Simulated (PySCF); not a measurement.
## C₆ coefficients of unlike pairs at UHF

Calculated with PySCF 2.14 from the dipole response of each species, C₆(A,B) = (3/π) ∫ α_A(iu) α_B(iu) du, in atomic units, from isotropic polarisabilities. For ions this is the dispersion term alone; charge-induced terms of lower order in 1/R come first.

```
species      configuration                                      basis      relativity  α (bohr³)  C₆ (like pair)
    Ni⁺      [Ar] 3d9 (2D)                   def2-TZVPPD (6s6p4d2f1g)            none      4.494           10.21
   Fe³⁺      [Ar] 3d5 (6S)                    dyall-av2z (16s12p7d2f)            none      1.564           3.666
   Pd³⁺      [Kr] 4d7 (4F)  aug-cc-pVTZ-PP with ECP28MDF (6s6p5d3f2g)  core potential      4.071           18.21
      S  [Ne] 3s2 3p4 (3P)                  aug-cc-pVTZ-DK (6s5p3d2f)   spin-free X2C      18.87           129.3
```

(1) Estimate C₆ for S with Pd³⁺.

No spin-orbit coupling is included.

The other pairs:

| pair | C₆ |
| --- | --- |
| Pd³⁺, Fe³⁺ | 8.054 |
| Fe³⁺, Ni⁺ | 5.815 |
| Pd³⁺, Ni⁺ | 13.21 |
| S, Ni⁺ | 33.94 |
| S, Fe³⁺ | 17.34 |

## Answers

(1) The integral gives 42.13. The combination rule 2 C_A C_B / (C_A α_B/α_A + C_B α_A/α_B) gives 41.93 and the geometric mean 48.53.
